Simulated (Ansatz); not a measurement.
Species: tetraethynylsilane, C₈H₄Si, charge 0, multiplicity 1. 
Structure (B3LYP-D3(BJ)/def2-TZVP (Ansatz, a program for electronic structure) minimum search):
SMILES: C#C[Si](C#C)(C#C)C#C
```xyz
13

C     -1.7653     0.8909    -2.2852
C     -1.0616     0.5358    -1.3742
Si     0.0000     0.0000     0.0000
C      1.0638     1.3796     0.5172
C      1.7690     2.2942     0.8600
C      1.0345    -1.3927    -0.5410
C      1.7202    -2.3160    -0.8997
C     -1.0367    -0.5227     1.3981
C     -1.7239    -0.8692     2.3249
H     -2.3867     1.2045    -3.0897
H      2.3917     3.1019     1.1628
H      2.3258    -3.1313    -1.2164
H     -2.3307    -1.1751     3.1433
```

Total electronic energies in hartree. Valence correlation only, unless marked. No spin-orbit coupling. Non-relativistic. Basis-set limits of correlation are two-point, X^-3; Hartree-Fock from the larger set.

| level | program | energy (Eh) |
|---|---|---|
| revPBE-D4/def2-TZVPD | Ansatz + dftd4 | -596.53430 |
| revPBE/def2-TZVPD | Ansatz | -596.49584 |
| CAM-B3LYP/def2-TZVPD | Ansatz | -596.47140 |
| RPA@PBE/cc-pV(T+d)Z | Ansatz | -596.09828 |
| MP2/STO-3G | Ansatz | -587.51415 |
| MP2/cc-pV(D+d)Z | Ansatz | -595.09640 |
| SCS-MP2/6-31G | Ansatz | -594.57212 |
| CCSD/cc-pV(D+d)Z | Ansatz | -595.14116 |
| CCSD(T)/CBS(cc-pV(T+d)Z,cc-pV(Q+d)Z) | Ansatz | -595.6725 |

Totals of different functionals don't rank their quality; only differences between species are comparable.
